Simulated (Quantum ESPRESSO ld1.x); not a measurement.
Results of a calculation; reference values are marked as such.
Problem. All-electron atom: Gd in [Xe] 4f7 5d1 6s1.5 6d0.5 (fractional occupations, a model configuration). Level of theory: Dirac Kohn-Sham, PBE, spin-unpolarised, spherical densities, point nucleus; open shells fill j = l - 1/2 first (ld1.x of Quantum ESPRESSO 7.5). Some entries of the table are withheld. Estimate them.

orbital  occ.  eigenvalue (hartree)  <r^2> (bohr^2)  <1/r> (bohr^-1)
1s1/2       2              -1839.43       0.0006547            71.68
2s1/2       2              -303.601         0.01021            17.10
2p1/2       2              -288.261        0.007417              (1)
2p3/2       4              -262.687        0.008652              (2)
3s1/2       2              -67.3454         0.06814            6.232
3p1/2       2              -60.7032         0.06349            6.146
3p3/2       4              -55.4574         0.07056            5.643
3d3/2       4              -43.9989         0.05634            5.521
3d5/2       6              -42.8561         0.05831            5.395
4s1/2       2              -13.6146          0.3451            2.604
4p1/2       2              -11.0295          0.3632              (3)
4p3/2       4              -9.86254          0.4018              (4)
4d3/2       4              -5.60635          0.4609            2.109
4d5/2       6              -5.39543          0.4761            2.067
5s1/2       2              -1.89310             (5)           0.9999
5p1/2       2              -1.18329           2.543           0.8819
5p3/2       4              -1.02385           2.882           0.8209
4f5/2       6              -0.39780          0.9779            1.529
4f7/2       1              -0.37016           1.012            1.510
6s1/2     1.5              -0.20542           16.65           0.3281
5d3/2       1              -0.16346           8.577           0.4979
5d5/2       0              -0.15293           9.139           0.4825
6d3/2     0.5                   (6)           253.5          0.07915
6d5/2       0                   (7)           257.6          0.07837

Solution. 
(1) 2p1/2 <1/r> (bohr^-1): 17.07
(2) 2p3/2 <1/r> (bohr^-1): 15.09
(3) 4p1/2 <1/r> (bohr^-1): 2.498
(4) 4p3/2 <1/r> (bohr^-1): 2.327
(5) 5s1/2 <r^2> (bohr^2): 2.003
(6) 6d3/2 eigenvalue (hartree): -0.01639
(7) 6d5/2 eigenvalue (hartree): -0.01622
